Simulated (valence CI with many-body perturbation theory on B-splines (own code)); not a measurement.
## K VII: electric-dipole lines

Level of theory: configuration interaction combined with many-body perturbation theory (CI+MBPT): three valence electrons over a frozen Dirac-Fock core [Ne], a basis of 11 s, 11 p, 9 d, 7 f, 5 g, 2 h, 1 i functions for each j, with the one-electron correlation potential Σ1, the two-electron term Σ2, the three-electron term Σ3, Breit, model QED; selected CI, second order for the rest, scaled by the run's own slope (own B-spline code, finite nucleus).

Set against measurement, 57 paired levels are off by 92 cm⁻¹ on average, the worst by 206. These come from a selection out of Sansonetti, J. Phys. Chem. Ref. Data 37, 7 (2008). Levels without a partner in it may be off by more.

Lines 151 to 200 of 270 in falling wavelength, among levels below 573470 cm⁻¹, chosen from the strongest by gf and those to the six lowest levels. Wavelengths and rates use the calculated energies, so an error of 90 cm⁻¹ moves a line at 425.2 Å by 0.038 % and its rate by three times that or more. Electric multipoles are in the length gauge, E1 and E2 with the static RPA response of the core. Weak lines are less certain than strong ones. Lines between different terms over intervals too small for the method are left out, as are lines whose strength nearly cancels. Where a level lies close to another of its J and parity, the split of strength between their lines is uncertain. The highest levels of a list are the least certain.

Names give the largest LS component (configuration and term), which can be under half, so a name can repeat, a term be missing and a line seem to break the LS rules; names also repeat where a configuration has a term twice. Letters in brackets count levels of one name in rising energy.

| λ vac (Å) | λ from measured levels | Upper | Lower | A (s⁻¹) | S (a.u.) |
| --- | --- | --- | --- | --- | --- |
| 427.7 |  | 3p²3d ²P_3/2 [b] | 3p³ ²P°_3/2 | 9.19e+09 | 1.42e+00 |
| 427.7 |  | 3p²3d ²P_3/2 [b] | 3p³ ²P°_1/2 | 2.71e+09 | 4.19e-01 |
| 425.2 | 425.0 | 3s²4d ²D_3/2 | 3p³ ²P°_3/2 | 2.70e+09 | 4.09e-01 |
| 422.6 |  | 3p²3d ²S_1/2 | 3p³ ²P°_3/2 | 1.37e+10 | 1.02e+00 |
| 422.6 |  | 3p²3d ²S_1/2 | 3p³ ²P°_1/2 | 3.28e+09 | 2.44e-01 |
| 421.4 | 421.5 | 3s3p3d ²P°_3/2 [a] | 3s3p² ²S_1/2 | 1.74e+10 | 2.56e+00 |
| 421.1 | 420.8 | 3p²3d ²D_5/2 | 3p³ ⁴S°_3/2 | 8.58e+08 | 1.90e-01 |
| 420.9 | 420.8 | 3p²3d ²D_3/2 [b] | 3p³ ²P°_3/2 | 1.11e+09 | 1.64e-01 |
| 420.0 | 419.8 | 3s3p3d ²P°_1/2 [b] | 3s3p² ²P_3/2 | 4.58e+09 | 3.35e-01 |
| 419.8 | 419.6 | 3s3p3d ²P°_3/2 [b] | 3s3p² ²P_3/2 | 8.34e+09 | 1.22e+00 |
| 419.8 | 419.8 | 3s3p3d ²P°_1/2 [a] | 3s3p² ²S_1/2 | 1.44e+10 | 1.05e+00 |
| 416.6 | 416.4 | 3s3p3d ²P°_1/2 [b] | 3s3p² ²P_1/2 | 7.79e+09 | 5.56e-01 |
| 416.4 | 416.2 | 3s3p3d ²P°_3/2 [b] | 3s3p² ²P_1/2 | 4.52e+09 | 6.44e-01 |
| 412.4 | 412.3 | 3s3p3d ²D°_3/2 [b] | 3s3p² ²P_3/2 | 7.21e+09 | 9.98e-01 |
| 412.4 | 412.4 | 3s3p3d ²F°_5/2 [a] | 3s3p² ²D_3/2 | 6.70e+09 | 1.39e+00 |
| 412.1 | 411.9 | 3p²3d ⁴P_5/2 | 3p³ ⁴S°_3/2 | 2.11e+10 | 4.38e+00 |
| 411.6 | 411.5 | 3s3p3d ²D°_5/2 [b] | 3s3p² ²P_3/2 | 2.91e+10 | 6.02e+00 |
| 411.1 | 410.8 | 3p²3d ⁴P_3/2 | 3p³ ⁴S°_3/2 | 2.21e+10 | 3.03e+00 |
| 410.4 | 410.1 | 3p²3d ⁴P_1/2 | 3p³ ⁴S°_3/2 | 2.24e+10 | 1.52e+00 |
| 409.1 | 409.0 | 3s3p3d ²D°_3/2 [b] | 3s3p² ²P_1/2 | 2.16e+10 | 2.93e+00 |
| 408.5 | 408.5 | 3s3p3d ²F°_7/2 [a] | 3s3p² ²D_5/2 | 7.40e+09 | 1.99e+00 |
| 408.4 | 408.2 | 3s3p3d ⁴P°_5/2 | 3s3p² ⁴P_5/2 | 4.12e+09 | 8.31e-01 |
| 407.3 |  | 3s²4p ²P°_1/2 | 3s²3d ²D_3/2 | 2.82e+09 | 1.88e-01 |
| 407.0 | 406.8 | 3s3p3d ⁴P°_3/2 | 3s3p² ⁴P_5/2 | 3.12e+09 | 4.15e-01 |
| 405.8 |  | 3s²4p ²P°_3/2 | 3s²3d ²D_5/2 | 2.48e+09 | 3.27e-01 |
| 405.5 | 405.3 | 3s3p3d ⁴P°_5/2 | 3s3p² ⁴P_3/2 | 8.23e+09 | 1.62e+00 |
| 404.1 | 404.0 | 3s3p3d ⁴P°_3/2 | 3s3p² ⁴P_3/2 | 4.65e+05 | 6.06e-05 |
| 404.0 | 404.0 | 3s²3d ²D_3/2 | 3s²3p ²P°_3/2 | 3.50e+09 | 4.56e-01 |
| 404.0 | 403.9 | 3p²3d ²D_5/2 | 3p³ ²D°_5/2 | 1.32e+10 | 2.57e+00 |
| 403.8 | 403.8 | 3s²3d ²D_5/2 | 3s²3p ²P°_3/2 | 1.99e+10 | 3.87e+00 |
| 403.2 | 403.2 | 3p²3d ²D_3/2 [a] | 3p³ ²D°_5/2 | 1.67e+09 | 2.16e-01 |
| 403.0 | 402.8 | 3s3p3d ⁴P°_1/2 | 3s3p² ⁴P_3/2 | 5.56e+09 | 3.59e-01 |
| 402.7 | 402.7 | 3p²3d ²D_3/2 [a] | 3p³ ²D°_3/2 | 1.32e+10 | 1.70e+00 |
| 402.4 | 402.3 | 3s3p3d ⁴D°_3/2 | 3s3p² ⁴P_5/2 | 3.19e+09 | 4.10e-01 |
| 402.3 | 402.1 | 3s3p3d ⁴P°_3/2 | 3s3p² ⁴P_1/2 | 9.91e+09 | 1.27e+00 |
| 401.9 | 401.8 | 3s3p3d ⁴D°_5/2 | 3s3p² ⁴P_5/2 | 1.03e+10 | 1.97e+00 |
| 401.7 | 401.5 | 3s3p3d ⁴D°_7/2 | 3s3p² ⁴P_5/2 | 2.04e+10 | 5.23e+00 |
| 401.1 | 401.0 | 3s3p3d ⁴P°_1/2 | 3s3p² ⁴P_1/2 | 7.44e+09 | 4.74e-01 |
| 400.3 | 400.2 | 3s3p3d ⁴D°_1/2 | 3s3p² ⁴P_3/2 | 7.93e+09 | 5.02e-01 |
| 399.6 | 399.5 | 3s3p3d ⁴D°_3/2 | 3s3p² ⁴P_3/2 | 1.27e+10 | 1.60e+00 |
| 399.1 | 399.0 | 3s3p3d ⁴D°_5/2 | 3s3p² ⁴P_3/2 | 9.62e+09 | 1.81e+00 |
| 398.9 | 398.9 | 3s²3d ²D_3/2 | 3s²3p ²P°_1/2 | 1.70e+10 | 2.13e+00 |
| 398.4 | 398.3 | 3s3p3d ⁴D°_1/2 | 3s3p² ⁴P_1/2 | 1.19e+10 | 7.44e-01 |
| 397.8 | 397.7 | 3s3p3d ⁴D°_3/2 | 3s3p² ⁴P_1/2 | 3.69e+09 | 4.59e-01 |
| 394.5 | 394.4 | 3s3p3d ²P°_1/2 [b] | 3s3p² ²S_1/2 | 3.35e+09 | 2.03e-01 |
| 394.3 | 394.2 | 3s3p3d ²P°_3/2 [b] | 3s3p² ²S_1/2 | 1.97e+09 | 2.38e-01 |
| 386.8 | 386.8 | 3s3p3d ²D°_5/2 [a] | 3s3p² ⁴P_5/2 | 9.47e+05 | 1.62e-04 |
| 386.7 | 386.8 | 3s3p3d ²D°_3/2 [a] | 3s3p² ⁴P_5/2 | 1.17e+05 | 1.34e-05 |
| 384.2 | 384.3 | 3s3p3d ²D°_5/2 [a] | 3s3p² ⁴P_3/2 | 5.93e+07 | 9.95e-03 |
| 384.1 | 384.2 | 3s3p3d ²D°_3/2 [a] | 3s3p² ⁴P_3/2 | 1.43e+07 | 1.60e-03 |
